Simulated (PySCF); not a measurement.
# Cl²⁺: excitation energy

Cl²⁺ [Ne] 3s2 3p3 (4S) → Cl²⁺ [Ne] 3s1 3p4 (4P), as a difference of total energies. Calculation: PySCF 2.14, in aug-cc-pVQZ-DK (7s6p4d3f2g, 84 functions); the spin-free X2C one-electron Hamiltonian (Gaussian nucleus). Correlated levels: valence: [Ne] frozen. The calculations carry no spin-orbit coupling.

```
           method  excitation energy (eV)
              UHF                  13.018
    MP2 (valence)                  12.963
SCS-MP2 (valence)                  12.954
   CCSD (valence)                  12.449
CCSD(T) (valence)                  12.337
```

**Question.** How much does correlation contribute at CCSD(T) (valence)?

**Answer.** 12.337 − (13.018) = -0.681 eV, measured against UHF.

A first-order spin-orbit estimate (lowest level to lowest level, LS coupling) adds -0.047 eV.

The coupled-cluster amplitudes are large for the upper state (T1 above 0.03 or a double amplitude above 0.15), so a single reference is strained.
